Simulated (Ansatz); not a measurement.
GaGe22H32, a doped nanocrystal cut from the lattice of germanium (Ga on an inner site). Total charge 0; doublet. Geometry r2SCAN-D4/def2-SVP; atoms count from 1.

Cartesian coordinates in Å:
```
Ge -0.1642 -3.9608 2.7266
Ge 4.4279 -1.4710 -1.5949
Ge 0.9736 0.1806 -4.1095
Ge -3.3142 -2.4529 0.6547
Ge -2.6589 -0.4391 -2.6583
Ge 0.5107 -1.7608 -0.6457
Ge 1.4626 -0.3266 3.0740
Ge 1.9719 1.5669 -0.5220
Ge -1.8072 1.1709 0.8959
Ge -1.0885 3.1414 -2.5885
Ge -0.0042 4.6809 1.4874
Ge 2.6644 -2.8917 -0.7302
Ge -1.0307 -3.2941 0.5520
Ge 0.2104 -2.0745 4.2032
Ge -0.4171 -1.3745 -2.8652
Ge 4.2558 0.7183 -0.5655
Ge 1.1390 2.1737 -2.7296
Ge -4.1113 -2.0802 -1.6089
Ge -3.4625 -0.3418 1.8489
Ge -2.5647 1.6351 -1.3746
Ga 0.4205 0.1912 0.9341
Ge 2.0674 3.5040 1.0092
Ge -1.7806 3.2039 2.2292
H -1.1846 -4.9435 3.3404
H 1.1502 -4.7348 2.5062
H 5.8092 -2.0923 -1.3090
H 4.2788 -1.3339 -3.1196
H 0.3035 0.5284 -5.4559
H 2.3643 -0.4133 -4.4055
H -4.1687 -3.5385 1.3516
H -3.1700 -0.1189 -4.0841
H 2.9102 -0.8406 2.9096
H 1.5291 0.8780 4.0378
H -1.6219 3.3186 -4.0275
H -1.0321 4.5370 -1.9380
H -0.4322 5.4481 0.2255
H 0.3224 5.7254 2.5753
H 2.5326 -4.1659 -1.5907
H 3.0322 -3.3252 0.7028
H -1.0455 -4.5458 -0.3693
H 0.9233 -2.5747 5.4768
H -1.1646 -1.5245 4.6280
H -0.4884 -2.7378 -3.5951
H 5.1585 1.7328 -1.2996
H 4.7388 0.6261 0.8953
H 2.1355 3.1815 -3.3512
H -4.0861 -3.3913 -2.4206
H -5.5639 -1.5622 -1.5783
H -4.8878 0.2260 1.6764
H -3.2138 -0.5445 3.3564
H -3.9866 2.2476 -1.3543
H 2.6830 2.9823 2.3227
H 3.0864 4.4831 0.3755
H -1.4872 2.8146 3.6930
H -3.1251 3.9594 2.2033
```

Single mean-field runs in def2-SVP are fitted with def2-universal-jkfit.

(1) Estimate the Mulliken populations of the heavy atoms from the PBE0/def2-SVP orbitals of Ansatz.

(2) Where does the spin sit?

(3) And the Mayer bond orders between heavy atoms (over 0.3)?

## Answers

(1) 
| atom | charge (e) | spin (α − β) |
| --- | --- | --- |
| Ge1 | 0.11 | 0.00 |
| Ge2 | 0.09 | 0.00 |
| Ge3 | 0.11 | 0.00 |
| Ge4 | 0.01 | -0.01 |
| Ge5 | -0.01 | 0.00 |
| Ge6 | -0.22 | 0.27 |
| Ge7 | 0.09 | -0.02 |
| Ge8 | -0.22 | 0.32 |
| Ge9 | -0.20 | -0.02 |
| Ge10 | 0.11 | 0.00 |
| Ge11 | 0.09 | 0.00 |
| Ge12 | 0.13 | -0.01 |
| Ge13 | -0.02 | 0.09 |
| Ge14 | 0.08 | 0.01 |
| Ge15 | 0.02 | -0.02 |
| Ge16 | 0.12 | -0.02 |
| Ge17 | 0.02 | -0.01 |
| Ge18 | 0.13 | 0.00 |
| Ge19 | 0.12 | 0.01 |
| Ge20 | 0.00 | 0.00 |
| Ga21 | -0.03 | 0.18 |
| Ge22 | 0.11 | 0.07 |
| Ge23 | 0.13 | 0.01 |
Mulliken values depend strongly on the basis.

(2) Summed by element: Ge 0.68, Ga 0.18, H 0.14, of 1 unpaired in all. Largest on single atoms: Ge8 0.32, Ge6 0.27, Ga21 0.18.

(3) Ge1–Ge13 0.92 (2.43 Å); Ge1–Ge14 0.94 (2.42 Å); Ge2–Ge12 0.94 (2.42 Å); Ge2–Ge16 0.94 (2.43 Å); Ge3–Ge15 0.93 (2.43 Å); Ge3–Ge17 0.93 (2.43 Å); Ge4–Ge13 0.92 (2.44 Å); Ge4–Ge18 0.93 (2.43 Å); Ge4–Ge19 0.93 (2.43 Å); Ge5–Ge15 0.92 (2.44 Å); Ge5–Ge18 0.93 (2.43 Å); Ge5–Ge20 0.92 (2.44 Å); Ge6–Ge12 0.91 (2.43 Å); Ge6–Ge13 0.86 (2.48 Å); Ge6–Ge15 0.92 (2.44 Å); Ge6–Ga21 0.72 (2.51 Å); Ge7–Ge14 0.93 (2.43 Å); Ge7–Ga21 0.98 (2.44 Å); Ge8–Ge16 0.91 (2.44 Å); Ge8–Ge17 0.91 (2.44 Å); Ge8–Ga21 0.69 (2.53 Å); Ge8–Ge22 0.86 (2.47 Å); Ge9–Ge19 0.92 (2.44 Å); Ge9–Ge20 0.92 (2.44 Å); Ge9–Ga21 0.92 (2.43 Å); Ge9–Ge23 0.91 (2.43 Å); Ge10–Ge17 0.93 (2.43 Å); Ge10–Ge20 0.93 (2.43 Å); Ge11–Ge22 0.94 (2.43 Å); Ge11–Ge23 0.94 (2.43 Å).
